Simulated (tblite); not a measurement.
Species: C₄H₃F₃N₃S (charge -1).
Z-matrix (Å and degrees, GFN2-xTB geometry), rows numbered from 1:
```
C 
S   1  1.8174
C   2  1.7536  1   97.85
N   3  1.3357  2  123.68  1    -0.23
N   4  1.3172  3  106.73  2   179.97
N   5  1.3041  4  112.37  3     0.03
C   6  1.3500  5  107.22  4    -0.02
C   7  1.4640  3  129.27  2     0.02
F   8  1.3478  7  114.37  3   179.92
F   8  1.3638  7  113.92  3    59.37
F   8  1.3639  7  113.92  3   -59.53
H   1  1.0854  2  108.64  3   -59.32
H   1  1.0860  2  107.25  3  -179.60
H   1  1.0855  2  108.76  3    60.07
```

Structure optimised with GFN2-xTB, isolated species.

Masses are those of the commonest isotopes; rigid-rotor values at the optimised geometry. The values belong to one conformer with, in the numbering `[CH3:1][S:2][c:3]1[n:4][n:5][n-:6][c:7]1[C:8]([F:9])([F:10])[F:11]`, C1–S2–C3–N4 0°.

Question: Give the principal moments of inertia and the rotational constants in MHz.

Answer: Ia = 328.17, Ib = 659.90, Ic = 897.30 u·Å²; 505379 MHz·u·Å²/I gives A = 1540, B = 765.8, C = 563.2 MHz.

Question: Classify the top.

Answer: An asymmetric top: κ = (2 × 765.8 − 1540 − 563.2)/(1540 − 563.2) = -0.59.

Question: Is it planar, by Δ = Ic − Ia − Ib?

Answer: Not planar: Δ = Ic − Ia − Ib = -90.77 u·Å². For a rigid frame Δ = −2 Σ m c², so Σ m c² = 45.39 u·Å² lies off the ab plane: 1.59 from hydrogen and 43.80 from heavier atoms. The atom farthest from that plane is 1.07 Å away.

Question: Give the other two planar moments, Paa and Pbb, and the rms extents of the mass along the axes.

Answer: Paa = Σ m a² = (Ib + Ic − Ia)/2 = 614.51 and Pbb = Σ m b² = (Ia + Ic − Ib)/2 = 282.79 u·Å². With the mass M = 182.00 u, the rms extents √(P/M) along a, b and c are 1.84, 1.25, 0.50 Å.

Question: Give the coordinates in the principal-axis frame, origin at the centre of mass.

Answer: The sense of each axis is arbitrary; atoms in the order of the calculation.
```
atom  mass (u)   a (Å)   b (Å)   c (Å)
  C1    12.000   3.417   0.662   0.004
  S2    31.972   1.699   1.257  -0.002
  C3    12.000   0.905  -0.307  -0.001
  N4    14.003   1.560  -1.470  -0.002
  N5    14.003   0.647  -2.420   0.000
  N6    14.003  -0.566  -1.941   0.001
  C7    12.000  -0.465  -0.595   0.000
  C8    12.000  -1.605   0.323   0.000
  F9    18.998  -2.808  -0.285   0.000
 F10    18.998  -1.639   1.164  -1.073
 F11    18.998  -1.639   1.163   1.075
 H12     1.008   3.570   0.055   0.890
 H13     1.008   4.060   1.537   0.012
 H14     1.008   3.582   0.062  -0.885
```

Question: Estimate the classical rotational partition function at 10 K, 25 K and 500 K.

Answer: Point group Cs, symmetry number σ = 1; q = (√π/σ)·√((kT/h)³/(ABC)), k/h = 20836.6 MHz/K: 6540 at 10 K, 25900 at 25 K, 2310000 at 500 K.

Its GFN2-xTB frequencies are all real (lowest 18 cm⁻¹). No vibrational averaging or centrifugal distortion is included, and the geometry carries the error of its method.

The numbers are calculated, not measured.
